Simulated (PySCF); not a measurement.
A structure optimised at ωB97X-D3(BJ)/def2-SVP, used in a PySCF frequency run:

```
B
F 1 1.3315
O 1 1.3436 2 121.33
H 3 0.9662 1 112.78 2 0.00
Br 1 1.9119 2 118.95 3 180.00
```

Task: Write its SMILES, formula and point group.

Result: OB(F)Br, BBrFHO, Cs

Task: What are its rotational constants (standard atomic weights)?

Result: 10.401, 2.8073, 2.2106 GHz
